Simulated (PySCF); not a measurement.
PySCF 2.14 output of an unrestricted PBE0 calculation on a single atom or ion in x2c-TZVPPall with one added diffuse shell each of s, p, d, f type (7s6p5d3f1g, 80 functions), with the spin-free X2C one-electron Hamiltonian (Gaussian nucleus):

```
SCF conv_tol = 1e-09
number electrons alpha = 15  beta = 12
    C. Adamo and V. Barone.,  J. Chem. Phys. 110, 6158 (1999)
    M. Ernzerhof and G. E. Scuseria.,  J. Chem. Phys. 110, 5029 (1999)
cycle= 1 E= -1393.00201405273  delta_E= -0.0122  |g|= 0.0996  |ddm|= 0.251
cycle= 2 E= -1392.99978063103  delta_E= 0.00223  |g|= 0.151  |ddm|= 0.143
cycle= 3 E= -1393.00380873756  delta_E= -0.00403  |g|= 0.00369  |ddm|= 0.0592
cycle= 4 E= -1393.00381135626  delta_E= -2.62e-06  |g|= 0.000922  |ddm|= 0.00402
cycle= 5 E= -1393.00381156116  delta_E= -2.05e-07  |g|= 0.000115  |ddm|= 0.000776
cycle= 6 E= -1393.0038115648  delta_E= -3.65e-09  |g|= 5.69e-06  |ddm|= 9.4e-05
cycle= 7 E= -1393.00381156481  delta_E= -1.21e-11  |g|= 3.59e-07  |ddm|= 1.24e-05
converged SCF energy = -1393.00381156481  <S^2> = 3.7559297  2S+1 = 4.0029638
```

The run itself started from symmetry-adapted Hartree-Fock orbitals and held the occupation by maximum overlap, on a logarithmic radial grid, so the iterations belong to that start.

Task: Which element, charge and spin multiplicity is this?

Result: Co (cobalt, neutral), multiplicity 4; the state was [Ar] 3d7 4s2, high-spin 4F determinant.
